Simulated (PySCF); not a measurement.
**BLYP on Se⁻ (selenium, charge -1)**

Configuration: [Ar] 3d10 4s2 4p5, 2P determinant. Calculation: PySCF 2.14, in aug-cc-pwCVDZ-PP with ECP10MDF (6s5p4d1f, 48 functions); a scalar-relativistic core potential.

* Total energy: -373.1546 hartree
* One-electron energy: -662.4222 hartree
* Hartree (Coulomb) energy: 318.3476 hartree
* Exchange-correlation energy: -29.0800 hartree
* ⟨S²⟩: 0.7522
* ⟨L²⟩: 2.019
* Sum of ⟨r⟩: 27.80 bohr
* Sum of ⟨r²⟩: 59.40 bohr²
* Traceless quadrupole moment −½Σ⟨3z² − r²⟩ along its main axis: 4.02 e·bohr²

```csv
shell,electrons,mean orbital energy (hartree),spread (hartree),"rms radius, mean of both spins (bohr)"
3s α,1,-7.17207,0,0.620
3s β,1,-7.16971,0,0.620
3p α,3,-5.31096,0.01545,0.643
3p β,3,-5.30847,0.01135,0.643
3d α,5,-1.68393,0.01561,0.695
3d β,5,-1.68052,0.01010,0.695
4s α,1,-0.36060,0,1.96
4s β,1,-0.33548,0,1.96
4p α,3,0.01974,0.03445,2.95
4p β,2,0.04084,0,2.95
```

Energies and moments cover only the electrons outside the core potential. At BLYP the highest occupied level has a positive energy, so only the finite basis holds that electron; in a semilocal or global hybrid functional this comes from self-interaction and does not mean that the real anion is unbound.
